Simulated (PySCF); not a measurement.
## `C=C/C(C)=N/[C@@H]([SiH3])CC#N`: 4 charge schemes on one density

Species: C7H12N2Si.
Geometry (GFN2-xTB, Å), atoms numbered from 1 in this order:
```
atom  x, y, z in Å
C1     3.5818   -0.5290    0.5921
C2     2.4090    0.0675    0.7698
C3     1.2062   -0.1436   -0.0306
C4     1.2928   -1.0911   -1.1978
N5     0.1844    0.5061    0.3565
C6    -1.1088    0.4453   -0.2200
Si7   -2.0613   -0.9715    0.6793
C8    -1.7783    1.8109    0.0245
C9    -3.1026    1.8632   -0.5259
N10   -4.1499    1.8946   -0.9850
H11    3.7600   -1.2477   -0.1895
H12    4.4183   -0.3177    1.2361
H13    2.2746    0.7778    1.5738
H14    2.1478   -0.8347   -1.8203
H15    1.4278   -2.1073   -0.8308
H16    0.3940   -1.0638   -1.8077
H17   -1.1089    0.2503   -1.3043
H18   -3.4216   -1.0136    0.1519
H19   -2.0331   -0.6725    2.1092
H20   -1.3425   -2.2145    0.4003
H21   -1.8210    2.0096    1.0981
H22   -1.1790    2.6010   -0.4411
```

Density: PBE0/pcSseg-1 (PySCF); schemes: Mulliken, IAO, Hirshfeld and ESP-fitted. The structure is a single GFN2-xTB conformer in the gas phase; no vibrational or solvent corrections.

Task: Do the Mulliken, IAO, Hirshfeld and ESP-fitted schemes agree on where the charge is highest?

Result: The schemes don't all agree: Mulliken Si7 (+0.530); IAO Si7 (+0.597); Hirshfeld Si7 (+0.312); ESP-fitted C3 (+0.768).

Task: At which atom do the 4 schemes differ most?

Result: At C3: from -0.007 (Mulliken) to +0.768 e (ESP-fitted), 0.775 e apart.

Task: Give the atomic charges in each scheme.

Result: In e:

| atom | environment | Mulliken | IAO | Hirshfeld | ESP-fitted |
| --- | --- | --- | --- | --- | --- |
| C1 | terminal =CH2 carbon | -0.121 | -0.309 | -0.088 | -0.400 |
| C2 | alkene CH carbon | -0.168 | -0.147 | -0.051 | -0.322 |
| C3 | imine carbon | -0.007 | +0.161 | +0.088 | +0.768 |
| C4 | methyl carbon | -0.195 | -0.462 | -0.118 | -0.549 |
| N5 | imine nitrogen | -0.441 | -0.296 | -0.139 | -0.769 |
| C6 | sp3 carbon bound to nitrogen | -0.338 | -0.249 | -0.060 | +0.338 |
| Si7 | SiH3 silicon | +0.530 | +0.597 | +0.312 | +0.247 |
| C8 | sp3 carbon next to a nitrile | -0.121 | -0.295 | -0.049 | -0.509 |
| C9 | nitrile carbon | +0.029 | +0.135 | +0.086 | +0.418 |
| N10 | nitrile nitrogen | -0.243 | -0.251 | -0.229 | -0.486 |
| H11 | vinylic hydrogen | +0.115 | +0.146 | +0.046 | +0.175 |
| H12 | vinylic hydrogen | +0.127 | +0.161 | +0.052 | +0.198 |
| H13 | vinylic hydrogen | +0.101 | +0.164 | +0.046 | +0.181 |
| H14 | methyl hydrogen | +0.146 | +0.161 | +0.052 | +0.152 |
| H15 | methyl hydrogen | +0.151 | +0.165 | +0.053 | +0.152 |
| H16 | methyl hydrogen | +0.134 | +0.150 | +0.046 | +0.128 |
| H17 | methine hydrogen | +0.147 | +0.123 | +0.035 | +0.035 |
| H18 | Si–H hydrogen | -0.047 | -0.101 | -0.069 | -0.057 |
| H19 | Si–H hydrogen | -0.062 | -0.106 | -0.069 | -0.040 |
| H20 | Si–H hydrogen | -0.086 | -0.113 | -0.073 | -0.076 |
| H21 | methylene hydrogen | +0.174 | +0.183 | +0.064 | +0.200 |
| H22 | methylene hydrogen | +0.175 | +0.184 | +0.065 | +0.216 |

Mean size of the charges over all atoms: ESP-fitted 0.292 e, IAO 0.212 e, Mulliken 0.166 e, Hirshfeld 0.086 e. Each set sums to the total charge, 0, to within 0.001 e. The Hirshfeld scheme divides the density at each point in proportion to the densities of the neutral, spherically averaged free atoms. The ESP scheme fits charges at the nuclei, held to the total charge, to the electrostatic potential on points at 1.4 to 2.0 times the van der Waals radii.

Task: How many electrons does the Hirshfeld scheme count on C2?

Result: Z − q = 6 − (-0.051) = 6.051.

Task: How closely do the schemes follow one another over all atoms?

Result: Correlation coefficient and root-mean-square difference: IAO with Hirshfeld 0.92, 0.150 e; Mulliken with IAO 0.91, 0.101 e; Mulliken with Hirshfeld 0.88, 0.123 e; IAO with ESP-fitted 0.74, 0.244 e; Hirshfeld with ESP-fitted 0.72, 0.293 e; Mulliken with ESP-fitted 0.59, 0.291 e.
